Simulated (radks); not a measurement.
Results of a calculation; reference values are marked as such.
Question: All-electron atom: the oxygen ion O2+ in [He] 2s2 2p2 (the NIST ground configuration). Level of theory: non-relativistic Kohn-Sham, r2SCAN, spin-polarised, spherical densities, point nucleus; open shells are filled with parallel spins first; meta-GGA in the generalised Kohn-Sham scheme (a radial shooting solver on a logarithmic mesh with Libxc functionals). Some entries of the table are withheld. Estimate them.

orbital  occ.  eigenvalue (hartree)  <1/r> (bohr^-1)  r(max) (bohr)
1s up       1                   (1)            7.623         0.1294
1s down     1                   (2)            7.649         0.1292
2s up       1                   (3)            1.428         0.8265
2s down     1                   (4)            1.371         0.8453
2p up       2              -1.68175            1.321         0.7394
2p down     0              -1.44238            1.263         0.7751

Answer: 
(1) 1s up eigenvalue (hartree): -20.70557
(2) 1s down eigenvalue (hartree): -20.62108
(3) 2s up eigenvalue (hartree): -2.27451
(4) 2s down eigenvalue (hartree): -2.04460
